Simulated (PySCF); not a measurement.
CH7NSi2, SMILES N1C[SiH2][SiH2]1. Geometry: B3LYP-D3(BJ)/def2-SVP. This is a generated structure with no PubChem entry under its InChIKey; it may be hypothetical.

### Question
Give the equilibrium geometry at B3LYP-D3(BJ)/def2-SVP (PySCF confirms it by a frequency run) as a Z-matrix, and its point group. (The exact figures need the calculation; the answer reports its results.)

### Answer
point group Cs.
```
N
H 1 1.0155
C 1 1.4712 2 118.57
H 3 1.1070 1 113.39 2 -61.33
H 3 1.1070 4 107.28 1 -125.98
Si 1 1.7471 2 130.88 3 180.00
H 6 1.4986 1 116.02 2 -62.64
H 6 1.4986 7 105.91 1 -130.30
Si 3 1.9368 4 112.81 5 -124.84
H 9 1.4922 3 114.54 4 -2.45
H 9 1.4922 10 108.76 3 -129.60
```
